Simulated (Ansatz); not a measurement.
A CCSD(T) single point on CH2ClFOSi, SMILES `F[Si@H]1O[C@@H]1Cl`.

```yaml
crystal:
  periodic: [false, false, false]
  atoms:
    - {symbol: F, position_ang: [-1.129632, -1.513330, 1.223860]}
    - {symbol: Si, position_ang: [-0.207916, -0.292294, 0.827587]}
    - {symbol: O, position_ang: [1.051985, -0.596743, -0.185614]}
    - {symbol: C, position_ang: [0.055366, 0.226651, -0.872879]}
    - {symbol: Cl, position_ang: [0.629841, 1.830434, -1.301128]}
    - {symbol: H, position_ang: [0.010492, 0.538591, 2.016446]}
    - {symbol: H, position_ang: [-0.348935, -0.261409, -1.754073]}
basis:
  gaussian: {orbitals: def2-SVP}
correlation: {method: ccsd_t}
```

```sh
$ ansatz run in.yaml --threads 2 --pin off --events-out ev --progress --plain --max-ram 4352MiB
```

The program prints (abridged):

```
Functional definition: HF
830 factors; integrals over basis functions are off by at most 9.8e-4 eV
mean field evaluation 1: about -26157.3734 eV, gradient 3.8e1 eV
mean field evaluation 2: about -26157.3781 eV, gradient 3.8e1 eV
mean field evaluation 4: about -26160.4301 eV, gradient 3.2e0 eV
mean field evaluation 8: about -26160.4703 eV, gradient 1.0e-1 eV
mean field evaluation 16: about -26160.4604 eV, gradient 1.1e0 eV
mean field -26160.47039618 eV, -961.3795548559 hartree, gradient 3.1e-6 eV, S^2 0.000000; 0 other end points of the search recorded, 0 dependent functions left out
13 core orbitals not correlated: weight in the atoms' cores, before any rotation towards them, 1.000 or more for the frozen orbitals, at most 0.000 for the correlated occupied ones
reference -26160.47039618 eV, -961.3795548559 hartree; 15, 15 occupied and 60, 60 virtual orbitals, 830 factors
second order -19.79272749 eV of doubles, -0.00000000 eV of singles
cycle   1  -19.99028235 eV  change   -2.0e-1 eV  update   1.1e-1
cycle   2  -20.48191320 eV  change   -4.9e-1 eV  update   3.2e-2
cycle   3  -20.61640310 eV  change   -1.3e-1 eV  update   1.7e-2
cycle   4  -20.60837724 eV  change    8.0e-3 eV  update   4.0e-3
cycle   5  -20.60684976 eV  change    1.5e-3 eV  update   1.9e-3
cycle   6  -20.60746144 eV  change   -6.1e-4 eV  update   5.6e-4
cycle   7  -20.60717072 eV  change    2.9e-4 eV  update   2.2e-4
cycle   8  -20.60708920 eV  change    8.2e-5 eV  update   6.0e-5
cycle   9  -20.60711038 eV  change   -2.1e-5 eV  update   2.4e-5
perturbative correction -0.53520347 eV, -0.0196683646 hartree
Total energy: -26181.61271002 eV, -962.1565205589 hartree
```

Hardware: 2 threads of an Arm Neoverse V1 on a shared host. Wall time 4 s, peak host memory 0.39 GiB.

The correlation energy is -21.142 eV, 2.5 % of it from (T); the T1 diagnostic reads 0.0137.
